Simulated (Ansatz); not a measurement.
Ansatz results at the PBE0-D4/def2-TZVP geometry: size of the dipole moment (PBE/def2-TZVPP) 2.13 D; HOMO energy (PBE/def2-TZVPP) -7.69 eV; HOMO energy (ωB97M-V/def2-TZVPP) -11.44 eV.

Each molecule was computed in one conformer, which needn't be the lowest.

Q: Which molecule gave them?
A. `CNB(NC)NC`
B. `FC(F)(F)COBCl`
C. `CSBCl`
D. `B[Se]C`

A: B. The others give `CSBCl`: 2.44, -6.56, -9.85; `B[Se]C`: 1.68, -6.40, -9.55; `CNB(NC)NC`: 0.53, -4.70, -8.39.
